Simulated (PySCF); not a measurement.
Polarisability and C₆ of F⁻ (fluorine, charge -1)

[Ne], closed-shell 1S. Calculation: PySCF 2.14, in aug-cc-pCVTZ-DK; the spin-free X2C one-electron Hamiltonian (Gaussian nucleus). Coupled (time-dependent) response in atomic units; α is the mean over directions.

```csv
method,mean α (bohr³),C₆ (like pair),S(−4)
UHF,7.115,26.53,27.97
PBE0,8.824,34.38,51.02
BHandHLYP,8.030,30.54,40.26
```

S(−4) is the Cauchy moment in α(ω) = α(0) + S(−4) ω² + …

α(iu) at BHandHLYP:

| u (hartree) | α(iu) (bohr³) |
| --- | --- |
| 0 | 8.030 |
| 0.0500 | 7.932 |
| 0.100 | 7.660 |
| 0.200 | 6.829 |
| 0.300 | 5.954 |
| 0.500 | 4.593 |
| 0.750 | 3.462 |
| 1.00 | 2.679 |
| 1.50 | 1.695 |
| 2.00 | 1.149 |
| 3.00 | 0.6206 |
| 5.00 | 0.2656 |

A single London oscillator, α(iu) = α/(1 + u²/ω²), gives C₆ = (3/4) ω α². Matching the computed C₆ needs ω = 4 × 30.54 / (3 × 8.030²) = 0.632 hartree.

For an ion, C₆ is the dispersion term alone; charge-induced terms of lower order in 1/R come first.
